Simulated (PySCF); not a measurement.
F2Mg, charge +1, doublet, geometry from GFN2-xTB (such geometries of metal compounds can be far from the true shape) (a state made from the parent by changing its charge; the spin is typed, not shown lowest).

PySCF was given this input:
```python
from pyscf import gto, scf

mol = gto.Mole()
mol.atom = '''
    Mg    0.02084867   -0.00292335   -0.00700014
    F    -0.22416534    1.32081815   -1.17235055
    F     0.19636712   -1.31692035    1.18168407
'''
mol.basis = 'pc-1'
mol.charge = 1
mol.spin = 1
mol.verbose = 4
mol.build()

mf = scf.UHF(mol)
mf = mf.density_fit(auxbasis='def2-universal-jkfit')
mf.kernel()
```

### Question
What does this run give for the Mulliken (on the basis functions themselves) charges in atom order, nuclear repulsion energy, <S^2>, total energy, number of basis functions?

### Answer

| Item | Result |
|---|---|
| Mulliken (on the basis functions themselves) charges in atom order | Mg1 1.69, F2 -0.34, F3 -0.34 |
| nuclear repulsion energy | 76.2340 Eh |
| <S^2> | 0.820 |
| total energy | -398.0480 Eh |
| number of basis functions | 38 |

These values belong to the state on which the SCF converged, which isn't shown to be the lowest.
